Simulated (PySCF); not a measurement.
# Electronic structure of S⁺ (sulfur, charge +1) at the UHF level

Configuration: [Ne] 3s1 3p3 4s1, high-spin 6S determinant (an excited configuration). Computed with PySCF 2.14 in aug-cc-pwCVTZ (8s7p5d3f, 75 functions), with no relativity, point nucleus.

- Total energy: -396.490649 hartree
- One-electron energy: -538.5030 hartree
- Hartree (Coulomb) energy: 166.7290 hartree
- Exchange energy: -24.7166 hartree
- Kinetic energy: 396.50935 hartree
- ⟨S²⟩: 8.7501
- ⟨L²⟩: 0.000
- Sum of ⟨r⟩: 14.99 bohr
- Sum of ⟨r²⟩: 36.54 bohr²
- Density at the nucleus (Gaussians lack the cusp): 2630 bohr⁻³
- Spin density at the nucleus: 11.7 bohr⁻³
- Langevin diamagnetic susceptibility: -28.9 ×10⁻⁶ cm³/mol

```
shell  electrons  mean orbital energy (eV)  rms radius, mean of both spins (bohr)
 1s α          1                   -2524.0                                  0.113
 1s β          1                   -2522.3                                  0.113
 2s α          1                   -265.13                                  0.518
 2s β          1                   -262.79                                  0.518
 2p α          3                   -202.23                                  0.491
 2p β          3                   -199.82                                  0.491
 3s α          1                   -45.660                                   1.68
 3p α          3                   -29.722                                   1.90
 4s α          1                    -9.513                                   4.57
```

The outer electron is Rydberg-like, and this basis confines it to a smaller radius and binds it less than a complete one would.

Spin-orbit constants ζ (cm⁻¹) from the X2C one-electron operator on these orbitals (non-relativistic here): bare nucleus, nucleus screened by l(l+1)(2l+1)/3 electrons, and screened by the Breit-Pauli mean field of the electrons.

```json
{"shell": "2p", "bare": "7411", "screened nucleus": "6484", "mean field": "6060"}
{"shell": "3p", "bare": "620.1", "screened nucleus": "542.6", "mean field": "501.5"}
```
